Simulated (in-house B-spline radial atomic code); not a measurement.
Checks on a self-consistent run for an ion of nuclear charge 38.5 with 37 electrons, [Kr] 5s1. Computed with a B-spline radial code for spherical atoms: Dirac-Hartree-Fock, average of configuration, Fermi nucleus of rms radius 4.224 fm.

| orbital | q | ε (Eh) | <1/r> | <r²> | small-component weight |
| --- | --- | --- | --- | --- | --- |
| 1s1/2 | 2 | -613.13742 | 39.5618 | 0.00200894 | 0.019607 |
| 2s1/2 | 2 | -86.42301 | 8.94688 | 0.0338111 | 0.0039757 |
| 2p1/2 | 2 | -78.51144 | 8.88374 | 0.0258926 | 0.0039452 |
| 2p3/2 | 4 | -75.82736 | 8.53339 | 0.0272773 | 0.0038368 |
| 3s1/2 | 2 | -15.05454 | 3.00505 | 0.264082 | 0.0010133 |
| 3p1/2 | 2 | -12.10329 | 2.88933 | 0.268048 | 0.00095589 |
| 3p3/2 | 4 | -11.67019 | 2.80834 | 0.278927 | 0.0009287 |
| 3d3/2 | 4 | -6.49761 | 2.5791 | 0.281679 | 0.00080478 |
| 3d5/2 | 6 | -6.42152 | 2.55762 | 0.285671 | 0.00079643 |
| 4s1/2 | 2 | -2.50693 | 1.00768 | 1.97245 | 0.00018333 |
| 4p1/2 | 2 | -1.64125 | 0.89083 | 2.49574 | 0.00014862 |
| 4p3/2 | 4 | -1.58864 | 0.870553 | 2.59448 | 0.00014368 |
| 5s1/2 | 1 | -0.53204 | 0.343191 | 14.9915 | 2.6996e-05 |

Electron-electron repulsion V_ee = 1239.4759 hartree.

Problem. What total energy follows from the eigenvalues?

Solution. The eigenvalues count the repulsion twice, so E = Σqε - V_ee = -2040.152 - 1239.476 = -3279.628 hartree; the run printed -3279.628.

Problem. Does the Dirac virial theorem hold?

Solution. For a point nucleus E = -2c²Σq·w, with w the small-component weight. Here Σq·w = 0.087321 and c = 137.0360, so the ratio E/(-2c²Σq·w) is 1.000020; the finite nucleus accounts for the departure from 1.

Problem. What diamagnetic shielding (Lamb formula) and susceptibility (Langevin formula) do the radii give?

Solution. σ = (α²/3)Σq<1/r> = 205.225/(3·137.036²) = 3642.8 ppm, and χ = -0.79199×10⁻⁶·Σq<r²> = -31.33×10⁻⁶ cm³/mol with Σq<r²> = 39.559 bohr². Both are non-relativistic formulas without the paramagnetism of open shells.
